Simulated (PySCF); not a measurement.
CH5BrInN. Atoms are numbered in the order given.

```xyz
9

In     0.4849     0.4976     0.1454
Br    -1.2171    -1.2933    -0.4058
C      0.4189     2.3559    -0.9539
H      0.5280     2.1340    -2.0244
H      1.2217     3.0294    -0.6250
H     -0.5591     2.8265    -0.7811
N      1.5792    -0.0726     1.7586
H      2.5005     0.3279     1.9193
H      1.5788    -1.0600     2.0047
```

Geometry: B3LYP-D3(BJ)/def2-SVP. The structure was generated by enumeration; whether it is a known compound was not checked. The def2 effective core potentials stand for the cores of In; spin–orbit coupling is left out. One conformer was computed; it need not be the lowest.

These are PBE0/def2-TZVP (PySCF) values and carry that method's errors.

ESP charges are fitted to the potential on shells at 1.4 to 2.0 van der Waals radii. Atomic charges (e):

| atom | Löwdin | ESP fit |
|---|---|---|
| In1 | 0.19 | 0.79 |
| Br2 | 0.01 | -0.36 |
| C3 | -0.52 | -0.66 |
| H4 | 0.14 | 0.15 |
| H5 | 0.13 | 0.19 |
| H6 | 0.14 | 0.17 |
| N7 | -0.40 | -0.94 |
| H8 | 0.15 | 0.33 |
| H9 | 0.16 | 0.32 |
